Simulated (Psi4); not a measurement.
diarsenic (As2), singlet, geometry from GFN2-xTB; B3LYP5/cc-pVTZ in Psi4.

Here is a job for Psi4.
```
memory 2 GB

molecule mol {
0 1
As   -0.000000   -0.000000   -1.046992
As    0.000000    0.000000    1.046992
}

set {
  basis cc-pvtz
  reference rks
  scf_type pk
  puream true
  d_convergence 1e-8
  dft_radial_points 99
  dft_spherical_points 590
}

energy('b3lyp5')
print_variables()
```

Output, abridged:

```
   => Loading Basis Set <=

    Name: CC-PVTZ
    Role: ORBITAL
    Keyword: BASIS

         ---------------------------------------------------------
                                   SCF
               by Justin Turney, Rob Parrish, Andy Simmonett
                          and Daniel G. A. Smith
                              RKS Reference
         ---------------------------------------------------------

  ==> Geometry <==

    Molecular point group: d2h
    Full point group: D_inf_h

    Geometry (in Angstrom), charge = 0, multiplicity = 1:

       Center              X                  Y                   Z               Mass
    ------------   -----------------  -----------------  -----------------  -----------------
         AS           0.000000000000     0.000000000000    -1.046992000000    74.921594570000
         AS           0.000000000000     0.000000000000     1.046992000000    74.921594570000

  Running in d2h symmetry.

  Rotational constants: A = ************  B =      0.10263  C =      0.10263 [cm^-1]
  Rotational constants: A = ************  B =   3076.75890  C =   3076.75890 [MHz]
  Nuclear repulsion =  275.204577694781790

  Charge       = 0
  Multiplicity = 1
  Electrons    = 66
  Nalpha       = 33
  Nbeta        = 33

  ==> Algorithm <==

  SCF Algorithm Type is PK.
  DIIS enabled.
  MOM disabled.
  Fractional occupation disabled.
  Guess Type is SAD.
  Energy threshold   = 1.00e-06
  Density threshold  = 1.00e-08
  Integral threshold = 1.00e-12

  ==> Primary Basis <==

  Basis Set: CC-PVTZ
    Blend: CC-PVTZ
    Number of shells: 30
    Number of basis functions: 86
    Number of Cartesian functions: 98
    Spherical Harmonics?: true
    Max angular momentum: 3

  ==> DFT Potential <==

   => LibXC <=

    Version 7.1.2
    S. Lehtola, C. Steigemann, M. J. T. Oliveira, and M. A. L. Marques,  SoftwareX 7, 1–5 (2018) (10.1016/j.softx.2017.11.002)

   => Composite Functional: B3LYP5 <=

    B3LYP5 Hyb-GGA Exchange-Correlation Functional

    P. J. Stephens, F. J. Devlin, C. F. Chabalowski, and M. J. Frisch,  J. Phys. Chem. 98, 11623 (1994) (10.1021/j100096a001)

    Deriv               =              1
    GGA                 =           TRUE
    Meta                =          FALSE

    Exchange Hybrid     =           TRUE
    MP2 Hybrid          =          FALSE

   => Exchange Functionals <=

    0.0800   Slater exchange
    0.7200         Becke 88

   => Exact (HF) Exchange <=

    0.2000               HF

   => Correlation Functionals <=

    0.1900   Vosko, Wilk & Nusair (VWN5)
    0.8100   Lee, Yang & Parr

   => LibXC Density Thresholds  <==

    XC_HYB_GGA_XC_B3LYP5:  1.00E-15

   => Molecular Quadrature <=

    Radial Scheme          =       TREUTLER
    Pruning Scheme         =           NONE
    Nuclear Scheme         =       TREUTLER

    Blocking Scheme        =         OCTREE
    BS radius alpha        =              1
    Pruning alpha          =              1
    Radial Points          =             99
    Spherical Points       =            590
    Total Points           =         106530
    Total Blocks           =            908
    Max Points             =            256
    Max Functions          =             86
    Weights Tolerance      =       1.00E-15

  ==> Integral Setup <==

  Using in-core PK algorithm.
   Calculation information:
      Number of atoms:                   2
      Number of AO shells:              30
      Number of primitives:            238
      Number of atomic orbitals:        98
      Number of basis functions:        86

      Integral cutoff                 1.00e-12
      Number of threads:                 1

  Performing in-core PK
  Using 13998822 doubles for integral storage.
  We computed 108280 shell quartets total.
  Whereas there are 108345 unique shell quartets.

  ==> DiskJK: Disk-Based J/K Matrices <==

    J tasked:                  Yes
    K tasked:                  Yes
    wK tasked:                  No
    Schwarz Cutoff:          1E-12

  Minimum eigenvalue in the overlap matrix is 2.7792670581E-03.
  Reciprocal condition number of the overlap matrix is 8.3066231045E-04.
    Using symmetric orthogonalization.

  ==> Pre-Iterations <==

  SCF Guess: Superposition of Atomic Densities via on-the-fly atomic UHF (no occupation information).

   -------------------------
    Irrep   Nso     Nmo
   -------------------------
     Ag        19      19
     B1g        4       4
     B2g       10      10
     B3g       10      10
     Au         4       4
     B1u       19      19
     B2u       10      10
     B3u       10      10
   -------------------------
    Total      86      86
   -------------------------

  ==> Iterations <==

                        Total Energy        Delta E     RMS |[F,P]|

   @RKS iter SAD: -4465.36275667460723   -4.46536e+03   0.00000e+00
   @RKS iter   1: -4470.11928760455066   -4.75653e+00   7.65734e-02 ADIIS/DIIS
   @RKS iter   2: -4469.93327540921837    1.86012e-01   9.20407e-02 ADIIS/DIIS
   @RKS iter   3: -4471.66361865769431   -1.73034e+00   2.18114e-03 ADIIS/DIIS
   @RKS iter   4: -4471.66501532729762   -1.39667e-03   1.73547e-03 ADIIS/DIIS
   @RKS iter   5: -4471.66735399166100   -2.33866e-03   3.01837e-05 DIIS
   @RKS iter   6: -4471.66735427700223   -2.85341e-07   2.98963e-06 DIIS
   @RKS iter   7: -4471.66735428201719   -5.01495e-09   7.66870e-08 DIIS
   @RKS iter   8: -4471.66735428202082   -3.63798e-12   1.23833e-08 DIIS
   @RKS iter   9: -4471.66735428202264   -1.81899e-12   1.22359e-09 DIIS
  Energy and wave function converged.

  ==> Post-Iterations <==

   Electrons on quadrature grid:
      Ntotal   =   66.0000000258 ; deviation = 2.582e-08

    Orbital Energies [Eh]
    ---------------------

    Doubly Occupied:

       1B1u -425.874791     1Ag  -425.874791     2B1u  -53.858323
       2Ag   -53.858284     1B2g  -48.145760     1B3g  -48.145760
       1B2u  -48.145759     1B3u  -48.145759     3B1u  -48.143961
       3Ag   -48.143957     4Ag    -7.005600     4B1u   -7.005413
       2B2u   -5.062831     2B3u   -5.062831     2B3g   -5.062715
       2B2g   -5.062715     5Ag    -5.058698     5B1u   -5.057402
       6Ag    -1.656738     7Ag    -1.653049     1B1g   -1.653049
       6B1u   -1.652309     1Au    -1.652309     3B2u   -1.651891
       3B3u   -1.651891     3B3g   -1.646263     3B2g   -1.646263
       7B1u   -1.641970     8Ag    -0.663255     8B1u   -0.478950
       9Ag    -0.276953     4B2u   -0.263435     4B3u   -0.263435

    Virtual:

       4B2g   -0.101666     4B3g   -0.101666     9B1u    0.031914
      10Ag     0.136205     5B3u    0.179585     5B2u    0.179585
      11Ag     0.181410    10B1u    0.212970    12Ag     0.221554
       2B1g    0.221554     5B2g    0.249942     5B3g    0.249942
       6B3u    0.270857     6B2u    0.270857    11B1u    0.351398
       2Au     0.351398    12B1u    0.356562    13Ag     0.524545
       6B2g    0.532581     6B3g    0.532581    13B1u    0.728969
      14Ag     1.016068     7B2u    1.018251     7B3u    1.018251
      15Ag     1.023218     3B1g    1.023218     8B3u    1.113300
       8B2u    1.113300     7B2g    1.203428     7B3g    1.203428
      16Ag     1.295031     4B1g    1.295031    14B1u    1.331613
       3Au     1.331613    15B1u    1.399859     9B2u    1.403092
       9B3u    1.403092    17Ag     1.421285     8B3g    1.422847
       8B2g    1.422847    16B1u    1.425914     4Au     1.425914
      10B2u    1.440851    10B3u    1.440851     9B2g    1.453487
       9B3g    1.453487    17B1u    1.722739    18B1u    1.733733
      10B3g    1.865597    10B2g    1.865597    18Ag     1.882651
      19Ag     2.024316    19B1u    3.594059

    Final Occupation by Irrep:
             Ag   B1g   B2g   B3g    Au   B1u   B2u   B3u
    DOCC [     9,    1,    3,    3,    1,    8,    4,    4 ]
    NA   [     9,    1,    3,    3,    1,    8,    4,    4 ]
    NB   [     9,    1,    3,    3,    1,    8,    4,    4 ]

  @RKS Final Energy: -4471.66735428202264

   => Energetics <=

    Nuclear Repulsion Energy =            275.2045776947817899
    One-Electron Energy =               -6777.8450968272181854
    Two-Electron Energy =                2164.3403848151747297
    DFT Exchange-Correlation Energy =    -133.3672199647603520
    Empirical Dispersion Energy =           0.0000000000000000
    VV10 Nonlocal Energy =                  0.0000000000000000
    Total Energy =                      -4471.6673542820226430

Computation Completed

Properties will be evaluated at   0.000000,   0.000000,   0.000000 [a0]

Properties computed using the SCF density matrix

 Multipole Moments:

 ------------------------------------------------------------------------------------
     Multipole            Electronic (a.u.)      Nuclear  (a.u.)        Total (a.u.)
 ------------------------------------------------------------------------------------

 L = 1.  Multiply by 2.5417464519 to convert [e a0] to [Debye]
 Dipole X            :          0.0000000            0.0000000            0.0000000
 Dipole Y            :          0.0000000            0.0000000            0.0000000
 Dipole Z            :          0.0000000            0.0000000            0.0000000
 Magnitude           :                                                    0.0000000

 ------------------------------------------------------------------------------------

  Variable Map:
  ----------------------------------------------------------------------------
  "CURRENT ENERGY"              =>   -4471.667354282023
  "CURRENT REFERENCE ENERGY"    =>   -4471.667354282023
  "DD SOLVATION ENERGY"         =>       0.000000000000
  "DFT FUNCTIONAL TOTAL ENERGY" =>   -4471.667354282023
  "DFT TOTAL ENERGY"            =>   -4471.667354282023
  "DFT VV10 ENERGY"             =>       0.000000000000
  "DFT XC ENERGY"               =>    -133.367219964760
  "GRID ELECTRONS ALPHA"        =>      33.000000012909
  "GRID ELECTRONS BETA"         =>      33.000000012909
  "GRID ELECTRONS TOTAL"        =>      66.000000025817
  "NUCLEAR REPULSION ENERGY"    =>     275.204577694782
  "ONE-ELECTRON ENERGY"         =>   -6777.845096827218
  "PCM POLARIZATION ENERGY"     =>       0.000000000000
  "PE ENERGY"                   =>       0.000000000000
  "SCF ITERATION ENERGY"        =>   -4471.667354282023
  "SCF ITERATIONS"              =>       9.000000000000
  "SCF TOTAL ENERGY"            =>   -4471.667354282023
  "TWO-ELECTRON ENERGY"         =>    2164.340384815175
  "XC GRID RADIAL POINTS"       =>      99.000000000000
  "XC GRID SPHERICAL POINTS"    =>     590.000000000000
  "XC GRID TOTAL POINTS"        =>  106530.000000000000

  Array Variable Map:
  ----------------------------------------------------------------------------
  "CURRENT DIPOLE"              =>       0.000000000000 ... 0.000000000000 1 by 3
  "SCF DIPOLE"                  =>       0.000000000000 ... 0.000000000000 1 by 3
  "SCF TOTAL ENERGIES"          =>   -4465.362756674607 ... -4471.667354282023 1 by 10
```
